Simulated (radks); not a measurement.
Values are calculated unless marked as measured or tabulated.
The rhodium ion Rh17+, 28 electrons, occupied as [Ar] 3d10.

Level of theory: non-relativistic Kohn-Sham, LB94 model potential, spin-polarised, spherical densities, point nucleus; relativity is left out, which matters for an element this heavy (a radial shooting solver on a logarithmic mesh with Libxc functionals).

Energy parts (hartree):
part                    energy
kinetic             4584.43430
electron-nucleus  -10439.30204
Hartree             1399.22903
(The LB94 potential has no energy functional, so no total or exchange-correlation energy is given.)

Orbitals (lengths in bohr, moments of r in powers of bohr; <r^-3> diverges for s and p1/2; r(90%) holds 90 % of the orbital's charge):
orbital	occ.	eigenvalue (hartree)	<r^-3>	<r^4>	r(90%)
1s	2	-842.9722	-	5.904e-06	0.0601
2s	2	-134.1425	-	0.001086	0.226
2p	6	-125.7817	2920	0.0007186	0.203
3s	2	-36.58872	-	0.04991	0.586
3p	6	-33.24027	510.0	0.04932	0.586
3d	10	-27.08728	79.98	0.04328	0.569
4s	0	-16.35946	-	0.8860	1.19
4p	0	-15.12891	143.2	0.9851	1.23

The highest occupied level is 3d at -737.08 eV. The density falls to 0.001 e/bohr^3 at r = 1.24 bohr. For comparison, the ionisation energy in NIST's Atomic Spectra Database is 739 eV (theoretical). In exact Kohn-Sham theory the highest level is minus the ionisation energy, but local and semilocal functionals leave it too shallow, through self-interaction and a potential that decays too fast; potentials with the right tail come closer.
